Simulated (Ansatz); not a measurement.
Reaction (redistribution): `C[Te]B(O)O` + `CCO[SiH2]C` → `C[SiH2]OB(O)O` + `CC[Te]C`

Gas-phase electronic energies from Ansatz, PBE0-D4/def2-TZVP geometries. CCSD(T)/CBS is the MP2 limit (def2-TZVPP, def2-QZVPP) plus CCSD(T) − MP2 in def2-TZVPP, frozen cores. DFT in def2-TZVPP. B3LYP here is the variant with VWN-RPA as its local correlation; programs differ in this. Elements past krypton have def2 core potentials. For Te outer-core shells are correlated without core-valence functions, which leaves a few kJ/mol of doubt a bond. One conformer a species, not always the lowest.

`C[Te]B(O)O`:

Z-matrix (Å, degrees):
```
C
Te 1 2.142
H 1 1.086 2 109.1
H 1 1.088 2 107.1 3 -119.5
H 1 1.086 2 109.1 3 120.9
B 2 2.177 1 95.1 3 -60.5
O 6 1.356 2 117.9 1 -0.1
O 6 1.364 2 123.1 1 179.9
H 7 0.963 6 111.8 2 -180.0
H 8 0.958 6 115.2 2 -0.1
```

`CCO[SiH2]C`:

Z-matrix (Å, degrees):
```
C
C 1 1.512
H 1 1.092 2 111.2
H 1 1.092 2 110.4 3 120.1
H 1 1.093 2 110.4 3 -120.0
O 2 1.413 1 111.8 3 -62.7
H 2 1.094 1 110.2 3 178.4
H 2 1.099 1 110.3 3 60.5
Si 6 1.645 2 123.9 1 89.6
C 9 1.856 6 107.4 2 172.9
H 9 1.493 6 109.2 2 51.7
H 9 1.493 6 111.1 2 -66.2
H 10 1.092 9 110.8 6 -60.1
H 10 1.092 9 110.6 6 60.1
H 10 1.093 9 110.4 6 179.9
```

`C[SiH2]OB(O)O`:

```xyz
13

C     0.684   -1.198   -1.451
Si   -0.011    0.512   -1.240
O     0.144    1.043    0.322
B    -0.356    0.547    1.488
O    -1.095   -0.604    1.475
O    -0.129    1.181    2.677
H     1.741   -1.229   -1.175
H     0.141   -1.908   -0.824
H     0.595   -1.518   -2.492
H     0.737    1.496   -2.065
H    -1.445    0.548   -1.631
H    -1.401   -0.848    2.351
H     0.394    1.978    2.564
```

`CC[Te]C`:

Z-matrix (Å, degrees):
```
C
C 1 1.515
H 1 1.094 2 110.5
H 1 1.093 2 111.5 3 119.7
H 1 1.093 2 111.5 3 -119.7
Te 2 2.151 1 111.0 3 -180.0
H 2 1.091 1 111.5 3 -60.8
H 2 1.091 1 111.5 3 60.9
C 6 2.137 2 94.6 1 -179.9
H 9 1.088 6 109.9 2 61.1
H 9 1.089 6 107.3 2 -179.9
H 9 1.088 6 109.9 2 -60.9
```

| level | ΔE (kJ/mol) | difference from CCSD(T)/CBS |
| --- | --- | --- |
| B3LYP-D4 | -136.5 | 5.3 |
| ωB97X-V | -132.3 | 9.5 |
| ωB97M-V | -137.2 | 4.6 |
| B2PLYP | -138.6 | 3.2 |
| r2SCAN | -133.7 | 8.1 |
| HF/def2-TZVPP | -146.5 | -4.7 |
| CCSD/def2-TZVPP | -141.7 | 0.1 |
| MP2/def2-QZVPP | -144.0 | -2.2 |
| SCS-MP2/def2-QZVPP | -143.9 | -2.1 |
| CCSD/CBS(def2) | -144.0 | -2.2 |
| CCSD(T)/CBS | -141.8 | 0 |

Largest T1 diagnostic among the species: 0.012.

In def2-TZVPP, CCSD(T) changes the Hartree–Fock value by +7.0 kJ/mol (the triples alone add +2.2 kJ/mol) and MP2 by +4.2 kJ/mol. From PBE to PBE0 (25 % exact exchange), in def2-TZVPP and without D4, ΔE moves by −6.1 kJ/mol.
